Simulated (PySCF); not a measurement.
CH7ClOSi2. Atoms are numbered in the order given.

```xyz
12

C      1.6228     0.3011    -2.4307
Si     0.4204    -0.7079    -1.3897
Si     0.1840     0.2601     0.7063
O     -0.1839     1.8605     0.4337
Cl    -1.3743    -0.6872     1.7072
H      1.6941    -0.0946    -3.4558
H      1.2821     1.3470    -2.4830
H      2.6311     0.2910    -1.9876
H      0.8959    -2.1138    -1.2154
H     -0.9348    -0.7442    -2.0151
H      1.3617     0.1436     1.6141
H     -0.2939     2.4320     1.2017
```
Charge 0, spin multiplicity 1.

Geometry: ωB97X-D3(BJ)/def2-SVP. The structure was generated by enumeration; whether it is a known compound was not checked. The values are those of a single conformer.

Level of theory: KT2/pcSseg-1 run with PySCF.

GIAO shieldings, no solvent; atoms listed in one row are averaged. δ = σ(ref) − σ: ¹³C against TMS (σ = 185.1 ppm); ²⁹Si against TMS (σ = 361.9 ppm); ¹⁷O against H2O (σ = 330.4 ppm); ³⁵Cl against HCl (σ = 945.4 ppm); ¹H against TMS (σ = 31.47 ppm), references at their B3LYP-D3(BJ)/def2-TZVP geometries, non-relativistic (without spin–orbit terms, shifts of atoms bonded to Cl or Br come out too high).

Task: Estimate the chemical shifts. (Estimate from the structure and the level; the computed values follow.)

Result: 
```json
[
 {"nucleus": "¹³C", "atoms": "C1", "count": "1", "δ (ppm)": "-8.7"},
 {"nucleus": "²⁹Si", "atoms": "Si3", "count": "1", "δ (ppm)": "16.2"},
 {"nucleus": "²⁹Si", "atoms": "Si2", "count": "1", "δ (ppm)": "-69.7"},
 {"nucleus": "¹⁷O", "atoms": "O4", "count": "1", "δ (ppm)": "67.4"},
 {"nucleus": "³⁵Cl", "atoms": "Cl5", "count": "1", "δ (ppm)": "92.7"},
 {"nucleus": "¹H", "atoms": "H11", "count": "1", "δ (ppm)": "6.43"},
 {"nucleus": "¹H", "atoms": "H10", "count": "1", "δ (ppm)": "4.19"},
 {"nucleus": "¹H", "atoms": "H9", "count": "1", "δ (ppm)": "4.05"},
 {"nucleus": "¹H", "atoms": "H12", "count": "1", "δ (ppm)": "2.22"},
 {"nucleus": "¹H", "atoms": "H6, H7, H8", "count": "3", "δ (ppm)": "0.64"}
]
```
